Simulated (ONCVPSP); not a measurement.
thulium (Tm): from the effect back to the setting (ONCV)

Base potential:

```json
{"Element": "thulium", "Generator": "ONCVPSP 4.0.1", "Type": "optimised norm-conserving Vanderbilt (ONCV)", "Functional": "PBE", "Relativity": "scalar-relativistic", "Frozen core": "[Kr] 4d10 4f12", "Valence charge": "11", "Reference configuration": "5s2 5p6 5d1 6s1.5 (charge +0.5)", "Partial waves": "5s+6s: rc 1.95 bohr, ncon 4, nbas 7, qcut 7.3 1/bohr, 2 projectors; 5p: rc 2.35 bohr, ncon 4, nbas 8, qcut 4.9 1/bohr, 2 projectors, debl 3.9 Ha; 5d: rc 2.25 bohr, ncon 4, nbas 7, qcut 4.6 1/bohr, 1 projector", "Local potential": "polynomial inside 1.25 bohr (lpopt 5, dvloc0 6 Ha)", "Core correction": "none"}
```

Cutoffs, loose and tight: the cutoffs (Ha) at which the residual kinetic energy of the hardest occupied pseudo-wave falls to 1 and 0.1 mHa per electron. They do not see the model core or the augmentation charge, which bear on the density cutoff. Test errors are all-electron minus pseudo excitation energies from the reference, over the configurations 5s2 5p6 5d1 6s2; 5s2 5p6 5d1 6s1; 5s2 5p6 5d1 6s0; 5s2 5p6 5d1 6s0 6p2; variants that change the core or the reference have their own tests.

Only the p radius is moved (4 further runs of the sweep failed or gave no value and are left out):

```csv
p radius (bohr),"cutoff, loose","cutoff, tight",bound ghosts,largest test error (meV),median size of the test errors
1.58,44 Ha,81 Ha,none,+22,5.1 meV
2.04,16 Ha,20 Ha,none,+22,7.3 meV
2.3,16 Ha,20 Ha,none,+22,9.9 meV
2.52,16 Ha,20 Ha,none,+22,11.1 meV
```

Task: One more run gave cutoff, loose: 16 Ha; cutoff, tight: 23 Ha; bound ghosts: none; largest test error (meV): +22; median size of the test errors: 6.0 meV. Which value of the p radius was used?

Result: 1.88 bohr. The median size of the test errors moves one way along this sweep, from 5.1 meV at 1.58 to 11.1 meV at 2.52 bohr, which places the run between 1.58 and 2.04 bohr.
